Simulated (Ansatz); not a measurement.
Coupled-cluster diagnostics for the cluster Ga₃Sb₂⁺, Ansatz.

Geometry of the singlet (r2SCAN-D4/def2-SVP):

```xyz
5

Ga   -1.480    1.079    1.167
Ga    1.520   -1.452    1.217
Ga    0.244    0.101   -2.156
Sb   -1.176   -1.094   -0.289
Sb    0.892    1.364    0.061
```

In the def2 sets Sb takes a core potential; there is no spin–orbit coupling. Correlated methods freeze 35 core orbitals; core or outer-core shells of Ga, Sb are correlated, in sets that lack core-valence functions. Another isomer (singlet) lies 0.28 eV lower at PBE0-D4/def2-TZVP; other spin states weren't run for this one.

(1) Estimate the CCSD(T) correlation energy, the shares of MP2 and (T), T1 and the reference's ⟨S²⟩ for: charge 1, singlet, own geometry in def2-SVP; and the rough time on 4 threads of Arm Neoverse V1 on a shared host.

Results:

(1) 
```
                          state     basis  correlation (eV)  MP2 share (%)  (T) share (%)     T1  ⟨S²⟩ (pure)  wall time                  remarks
charge 1, singlet, own geometry  def2-SVP           -23.469           97.9            5.6  0.015  0.00 (0.00)       90 s  restricted SCF unstable
```
Customary marks for T1 are 0.02 (closed shells), 0.045 (open shells) and about 0.05 (3d metals). T1 stays under 0.02 throughout.
